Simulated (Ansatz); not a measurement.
```xyz
12

B    -0.713    0.947   -1.159
N    -0.074    0.148   -0.184
Si   -0.701    0.227    1.460
Si    1.251   -0.883   -0.605
F     0.768   -2.406   -0.595
H    -0.343    0.922   -2.298
H    -1.626    1.654   -0.830
H     0.092   -0.716    2.289
H    -2.129   -0.170    1.480
H    -0.558    1.603    1.992
H     2.318   -0.775    0.415
H     1.714   -0.552   -1.967
```

The species carries charge 0 and has multiplicity 1.

(1) List the ωB97M-V/def2-TZVPP orbital energies in eV (Ansatz). (Best estimate.)

Results:

(1) Computed: Occupied: -1808.26, -1807.58, -677.50, -394.78, -188.18, -149.20, -148.63, -103.35, -103.31, -103.28, -102.76, -102.73, -102.72, -36.07, -27.04, -18.91, -18.44, -16.75, -15.61, -15.48, -15.26, -13.89, -13.49, -13.17, -12.25, -11.94, -11.33, -11.18. Lowest empty: 0.96, 1.82, 2.08, 2.69, 2.80, 3.08, 3.24, 3.51.
